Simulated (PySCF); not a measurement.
Species: C5H9AlN2.
Numbering: `[CH3:1][CH2:2][AlH2-:3][N+:4]#[C:5][CH2:6][C:7]#[N:8]` (hydrogens: H9, H10, H11 on C1; H12, H13 on C2; H14, H15 on Al3; H16, H17 on C6)

Geometry (GFN2-xTB, Å), atoms numbered from 1 in this order:
```
atom  x, y, z in Å
C1    -3.1813    0.5645   -0.0139
C2    -1.6462    0.6688   -0.0018
Al3   -1.0088   -1.1487    0.6127
N4     0.8865   -0.9463    0.0239
C5     1.8536   -0.3449    0.1667
C6     3.0734    0.3929    0.3307
C7     4.2224   -0.4351    0.0080
N8     5.1340   -1.0704   -0.2440
H9    -3.5569    0.3553    0.9885
H10   -3.6539    1.4819   -0.3705
H11   -3.4994   -0.2555   -0.6596
H12   -1.3637    1.4976    0.6655
H13   -1.3226    0.9864   -1.0050
H14   -0.6049   -1.3209    2.1202
H15   -1.5567   -2.4087   -0.1038
H16    3.0661    1.2703   -0.3272
H17    3.1515    0.7248    1.3728
```

PySCF closed-shell single points with density fitting, gas phase. The input was altered on purpose; the results of an altered input aren't properties of the species above.

Task: What comes out at PBE0/pcseg-1 with: at most 69 cycles, bond C1–C2 scaled by 0.5?

Result: E = -545.6704 Eh; HOMO -4.33 eV, LUMO -2.03 eV (gap 2.30 eV), in 14 cycles. The distance C1···C2 goes from 1.539 to 0.769 Å, the nuclear repulsion from 356.90 to 363.02 Eh. Only C2 was moved, along that bond; its nearest neighbour is now C1 at 0.769 Å.

Coordinates of the altered input:
```
atom  x, y, z in Å
C1    -3.1813    0.5645   -0.0139
C2    -2.4137    0.6166   -0.0078
Al3   -1.0088   -1.1487    0.6127
N4     0.8865   -0.9463    0.0239
C5     1.8536   -0.3449    0.1667
C6     3.0734    0.3929    0.3307
C7     4.2224   -0.4351    0.0080
N8     5.1340   -1.0704   -0.2440
H9    -3.5569    0.3553    0.9885
H10   -3.6539    1.4819   -0.3705
H11   -3.4994   -0.2555   -0.6596
H12   -1.3637    1.4976    0.6655
H13   -1.3226    0.9864   -1.0050
H14   -0.6049   -1.3209    2.1202
H15   -1.5567   -2.4087   -0.1038
H16    3.0661    1.2703   -0.3272
H17    3.1515    0.7248    1.3728
```

The SCF part of the output:
```
final grid: 138264 points
cycle   1  E = -545.2508575660  dE =  3.235e+00  |g| = 1.311e+00  |ddm| = 4.916e+00
cycle   2  E = -541.4323711960  dE =  3.818e+00  |g| = 3.389e+00  |ddm| = 6.018e+00
cycle   3  E = -545.5413767879  dE = -4.109e+00  |g| = 6.467e-01  |ddm| = 5.842e+00
cycle   4  E = -545.6545315160  dE = -1.132e-01  |g| = 2.521e-01  |ddm| = 1.316e+00
cycle   5  E = -545.6587558637  dE = -4.224e-03  |g| = 2.163e-01  |ddm| = 6.165e-01
cycle   6  E = -545.6699131285  dE = -1.116e-02  |g| = 3.319e-02  |ddm| = 2.232e-01
cycle   7  E = -545.6702896373  dE = -3.765e-04  |g| = 1.601e-02  |ddm| = 1.256e-01
cycle   8  E = -545.6703710379  dE = -8.140e-05  |g| = 8.170e-03  |ddm| = 5.956e-02
cycle   9  E = -545.6703916917  dE = -2.065e-05  |g| = 2.911e-03  |ddm| = 1.720e-02
cycle  10  E = -545.6703936961  dE = -2.004e-06  |g| = 7.477e-04  |ddm| = 5.279e-03
cycle  11  E = -545.6703938942  dE = -1.981e-07  |g| = 2.451e-04  |ddm| = 1.783e-03
cycle  12  E = -545.6703939224  dE = -2.822e-08  |g| = 5.847e-05  |ddm| = 9.773e-04
cycle  13  E = -545.6703939239  dE = -1.510e-09  |g| = 1.456e-05  |ddm| = 2.139e-04
cycle  14  E = -545.6703939240  dE = -8.561e-11  |g| = 6.907e-06  |ddm| = 5.148e-05
converged SCF energy = -545.6703939240
```
